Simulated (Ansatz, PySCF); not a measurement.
C2H4GeN2. Atoms are numbered in the order given.

```xyz
9

N      2.6923    -0.8928    -0.7956
C      2.0646    -0.0273    -0.3307
N      1.4746     1.0387     0.2148
C      0.2144     1.1141     0.4418
Ge    -1.1905    -0.2483     0.0778
H     -0.1160     2.0624     0.8980
H     -1.8182    -0.6219     1.4329
H     -2.2507     0.4270    -0.8107
H     -0.5599    -1.4637    -0.6105
```
Charge 0, spin multiplicity 1.

The structure is a stationary point at B3LYP-D3(BJ)/def2-SVP. The structure was generated by enumeration; whether it is a known compound was not checked.

Vertical ionisation energy (IE) and electron affinity (EA) in eV. Rows of orbital energies are one-electron estimates. Where ΔSCF, EOM or ADC give a negative EA the extra electron is unbound and the value depends on the basis.

```
level                                                                       IE    EA
------------------------------------------------------------------------  ----  ----
−ε(HOMO), −ε(LUMO), CAM-B3LYP/def2-TZVP (PySCF)                           9.32  1.42
−ε(HOMO), −ε(LUMO), PBE/def2-TZVP (PySCF)                                 6.66  3.56
ΔSCF, CAM-B3LYP/def2-SVPD (Ansatz), final states of multiplicity 2 and 2   [?]   [?]
ΔSCF, PBE/def2-SVPD (Ansatz), final states of multiplicity 2 and 2        9.77  0.70
```

Problem. What belongs in the gaps? (An estimate is asked for; the answer gives what the named calculation found.)

Solution. 
- ΔSCF, CAM-B3LYP/def2-SVPD (Ansatz, a program for electronic structure), final states of multiplicity 2 and 2, IE: 10.18
- ΔSCF, CAM-B3LYP/def2-SVPD (Ansatz), final states of multiplicity 2 and 2, EA: 0.74

Problem. What vertical singlet–triplet gap does ΔSCF give with CAM-B3LYP/def2-SVPD (Ansatz) and with PBE/def2-SVPD (Ansatz)? (The exact figures need the calculation; the answer reports its results.)

Solution. 3.07 and 2.88 eV (triplet above singlet where positive).
